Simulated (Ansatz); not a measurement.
`[F][Ga]([Cl])[Br]` and `C[SiH2][Ga]([F])[Cl]` differ in one atom or group.

Ansatz, PBE0-D4/def2-TZVP geometries, multiplicity 1. Each molecule was computed in one conformer, which needn't be the lowest.

Scalar relativity is left out up to krypton.

```
                                          property  `[F][Ga]([Cl])[Br]`
              HOMO–LUMO gap (PBE0/def2-TZVPP) / eV                 7.11
             HOMO–LUMO gap (B3LYP/def2-TZVPP) / eV                 6.48
size of the dipole moment (ωB97M-V/def2-TZVPP) / D                 1.01
                 HOMO energy (PBE/def2-TZVPP) / eV                -7.86
                HOMO energy (PBE0/def2-TZVPP) / eV                -9.20
    size of the dipole moment (PBE/def2-TZVPP) / D                 1.00
```

Problem. What does the change do to each property? (Best estimate.)

Solution. The calculation gave: 
```
                                          property  `C[SiH2][Ga]([F])[Cl]`  shift
              HOMO–LUMO gap (PBE0/def2-TZVPP) / eV                    6.66  -0.45
             HOMO–LUMO gap (B3LYP/def2-TZVPP) / eV                    6.22  -0.26
size of the dipole moment (ωB97M-V/def2-TZVPP) / D                    3.85   2.84
                 HOMO energy (PBE/def2-TZVPP) / eV                   -7.15   0.71
                HOMO energy (PBE0/def2-TZVPP) / eV                   -8.36   0.84
    size of the dipole moment (PBE/def2-TZVPP) / D                    3.76   2.76
```

With PBE0 the HOMO rises by 0.84 eV and the LUMO rises by 0.40 eV, so the gap narrows by about 0.44 eV. PBE moves the HOMO by 0.71 eV and ωB97M-V by 1.03 eV. The zero-point energy changes by 139.2 kJ/mol with +18 modes. Dipoles are sizes alone; their direction can turn.

B3LYP here is the variant with VWN-RPA as its local correlation; programs differ in this.

Spin–orbit coupling is left out; it splits and shifts lone-pair levels of the heavy atoms by tenths of an eV.
